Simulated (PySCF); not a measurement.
Compound: C₅H₄FO (charge +1).
Atom-mapped SMILES: `[F:1][c:2]1[cH:3][cH:4][o+:5][cH:6][cH:7]1`

Structure used (GFN2-xTB), in Å, numbered top down from 1:
```
atom  x, y, z in Å
F1    -1.098    2.204    0.007
C2    -0.518    1.040    0.002
C3    -1.290   -0.130    0.014
C4    -0.614   -1.327    0.007
O5     0.694   -1.392   -0.009
C6     1.431   -0.308   -0.019
C7     0.882    0.952   -0.015
H8    -2.369   -0.085    0.028
H9    -1.107   -2.294    0.013
H10    2.499   -0.497   -0.030
H11    1.495    1.841   -0.024
```

NICS = −σ at a ghost point: NICS(0) at the centroid of the ring atoms, NICS(1) 1 Å to either side along the normal of their mean plane, zz for the tensor component along that normal. Level: GIAO PBE0/pcSseg-1 (PySCF, non-relativistic, gas phase) on the GFN2-xTB geometry, one conformer.

Ring bond lengths (Å), with Mayer bond orders in brackets: C2–C3 1.402 (1.34), C3–C4 1.374 (1.50), C4–O5 1.310 (1.13), O5–C6 1.310 (1.13), C6–C7 1.374 (1.50), C7–C2 1.402 (1.34).

Give the NICS values of each ring in ppm.

```tsv
ring	type	NICS(0)	NICS(1), two faces	NICS(1)zz, two faces	rms pucker (Å)	centre to ring atoms, mean (Å)
C2–C3–C4–O5–C6–C7	6-membered ring with O; formal bonds all aromatic	-7.0	-9.3 / -9.3	-22.3 / -22.3	0.00	1.36
```

What do they say, and how far can they be read as aromaticity?

- C2–C3–C4–O5–C6–C7: mean NICS(1)zz -22.3 ppm, shielded. The ring is flat and has no four-coordinate atom; by the NICS criterion it is aromatic.

What does the geometric index give? HOMA = 1 − mean of α(R − Ropt)² over the ring bonds, with Krygowski's 1993 parameters (CC: Ropt 1.388 Å, α 257.7 Å⁻²; CO: Ropt 1.265 Å, α 157.38 Å⁻²).

- C2–C3–C4–O5–C6–C7: HOMA 0.86; the largest term is that of O5–C6, α(R − Ropt)² = 0.32. The geometric and the magnetic index point the same way.

What is the mean of the two in-plane components of NICS at the second NICS(1) probe listed for ring C2–C3–C4–O5–C6–C7, 1 Å off the ring?

The isotropic value is a third of the trace: (3 × -9.3 − (-22.3))/2 = -2.8 ppm.

How shielded are the nuclei of the rings and their hydrogens (means over atoms taken as equivalent)?

| atoms | environment | σ isotropic (ppm) | principal values of the symmetric part, first atom (ppm) |
| --- | --- | --- | --- |
| C2 | aromatic C–F carbon | -7.2 | -113.8, -5.8, 97.9 |
| C3 (×2) | aromatic CH carbon | 60.2 | -33.0, 45.6, 168.0 |
| C4 (×2) | aromatic CH next to a ring oxygen | 9.7 | -102.6, 10.6, 121.0 |
| O5 | ring oxygen | -4.5 | -241.7, -149.1, 377.2 |
| H8 (×2) | aromatic hydrogen | 23.23 | 20.4, 22.7, 26.6 |
| H9 (×2) | aromatic hydrogen | 22.01 | 18.1, 22.6, 25.3 |
